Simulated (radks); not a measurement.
Values are calculated unless marked as measured or tabulated.
Excited configurations of the osmium ion Os39+: one electron is placed in a higher orbital outside [Kr]. The ground configuration is [Kr] 4d1. Code: a radial shooting solver on a logarithmic mesh with Libxc functionals. Model: Dirac Kohn-Sham, LDA (Slater exchange, Perdew-Wang correlation), spin-unpolarised, spherical densities, finite nucleus; open shells fill j = l - 1/2 first; Fermi nuclear charge, rms radius 5.4126 fm. Excitation = E - E(ground); binding = E(ion) - E, where the ion is the core of charge +40; n* = 40/sqrt(2 binding) in atomic units. These energies are relativistic, and a one-electron ion of charge +40 with no core already has n* below n in this formula (Dirac formula, point nucleus: 4f5/2 3.994, 5s1/2 4.963, 5p1/2 4.963, 5d3/2 4.985, 5f5/2 4.992, 6p1/2 5.962, 6d3/2 5.984, 7s1/2 6.961, 7p1/2 6.961, 7d3/2 6.983, 7f5/2 6.990). The quantum defect is therefore taken as that value minus n*, so that it holds no relativistic shift of the bare ion.

[
 {"outer orbital": "4f5/2", "excitation (eV)": "214.88", "binding (eV)": "1564.7", "n*": "3.730", "quantum defect": "0.264", "eigenvalue (eV)": "-1533.4", "<r> (bohr)": "0.3718"},
 {"outer orbital": "5s1/2", "excitation (eV)": "547.60", "binding (eV)": "1232.0", "n*": "4.204", "quantum defect": "0.759", "eigenvalue (eV)": "-1215.9", "<r> (bohr)": "0.6681"},
 {"outer orbital": "5p1/2", "excitation (eV)": "595.99", "binding (eV)": "1183.6", "n*": "4.289", "quantum defect": "0.674", "eigenvalue (eV)": "-1167.6", "<r> (bohr)": "0.6721"},
 {"outer orbital": "5d3/2", "excitation (eV)": "719.65", "binding (eV)": "1059.9", "n*": "4.532", "quantum defect": "0.453", "eigenvalue (eV)": "-1044.8", "<r> (bohr)": "0.7023"},
 {"outer orbital": "5f5/2", "excitation (eV)": "814.87", "binding (eV)": "964.73", "n*": "4.750", "quantum defect": "0.242", "eigenvalue (eV)": "-949.25", "<r> (bohr)": "0.6950"},
 {"outer orbital": "6p1/2", "excitation (eV)": "1004.2", "binding (eV)": "775.44", "n*": "5.298", "quantum defect": "0.663", "eigenvalue (eV)": "-766.00", "<r> (bohr)": "1.034"},
 {"outer orbital": "6d3/2", "excitation (eV)": "1070.5", "binding (eV)": "709.09", "n*": "5.541", "quantum defect": "0.443", "eigenvalue (eV)": "-700.07", "<r> (bohr)": "1.083"},
 {"outer orbital": "7s1/2", "excitation (eV)": "1215.7", "binding (eV)": "563.89", "n*": "6.213", "quantum defect": "0.748", "eigenvalue (eV)": "-557.42", "<r> (bohr)": "1.452"},
 {"outer orbital": "7p1/2", "excitation (eV)": "1231.5", "binding (eV)": "548.14", "n*": "6.302", "quantum defect": "0.659", "eigenvalue (eV)": "-541.76", "<r> (bohr)": "1.470"},
 {"outer orbital": "7d3/2", "excitation (eV)": "1271.3", "binding (eV)": "508.34", "n*": "6.544", "quantum defect": "0.439", "eigenvalue (eV)": "-502.24", "<r> (bohr)": "1.537"},
 {"outer orbital": "7f5/2", "excitation (eV)": "1301.7", "binding (eV)": "477.91", "n*": "6.749", "quantum defect": "0.241", "eigenvalue (eV)": "-471.86", "<r> (bohr)": "1.560"}
]

The Delta-SCF ionisation energy is 1779.6 eV (NIST Atomic Spectra Database: 1776 eV, theoretical). Self-interaction in the functional shifts the binding energies and quantum defects, so they are the method's values and not measured ones. Spin polarisation and multiplet splitting are left out, so open shells lie too high by an amount that depends on their filling.

Beside tabulated values, note that spin-unpolarised runs miss the spin-polarisation part of the exchange energy of open shells.
